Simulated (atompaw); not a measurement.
## Nb: one change to a PAW (atompaw) potential, before and after

atompaw 4.2.0.5 input, output lines left out:

```
Nb 41
GGA-PBE scalarrelativistic loggrid 1500 logderivrange -2 5 176
5 5 4 0 0 0
5 0 1
5 1 0
4 2 4
0 0 0
c
c
c
c
v
c
c
c
v
c
v
2
3.00 2.50 2.90 2.50
y
0.4
n
y
0.4
n
y
1.7
n
custom polynom2 7 10 vanderbiltortho besselshape
3 0 vpsmatchnc
3.00
3.00
3.00
3.00
3.00
3.00
```

Change: wave 5p channel at 0.4 Ry: rc 3.00 bohr becomes 5p channel at 9.71 Ry: rc 3.00 bohr.

Cutoffs: the cutoffs (Ry, on a coarse ladder) from which the occupation-weighted sum of valence levels, in a spherical-Bessel basis at the reference potential, stays within 10 and 1 mRy of its value at 400 Ry; they do not see the model core or the augmentation charge, which bear on the density cutoff.

Question: What does the change do?

Answer: The potential gets neither clearly harder nor softer (18 Ry and 35 Ry → 18 Ry and 35 Ry); the bound ghosts move from p, s to s; the range in which the p phases agree narrows (upper end 3.3 → 0.2).

| quantity | base | changed |
| --- | --- | --- |
| cutoff, loose | 18 Ry | 18 Ry |
| cutoff, tight | 35 Ry | 35 Ry |
| bound ghosts | s, p | s |
| s: phases at 3.02 bohr within 0.05 rad from the reference energy up to (Ry; the scan ends near 5) | 3.2 | 3.2 |
| p: phases at 3.02 bohr within 0.05 rad from the reference energy up to (Ry; the scan ends near 5) | 3.3 | 0.2 |
| d: phases at 3.02 bohr within 0.05 rad from the reference energy up to (Ry; the scan ends near 5) | to the end of the scan | to the end of the scan |
| lowest overlap eigenvalue by channel | s 0.48, p 0.97, d 0.95 | s 0.48, p 0.49, d 0.95 |

 A true bound ghost makes a file unfit for plane-wave use even where its test errors are small: the radial tests pick states by their node count and pass the ghost by. The cutoffs see the waves, projectors and local potential, not the compensation charge or the core.
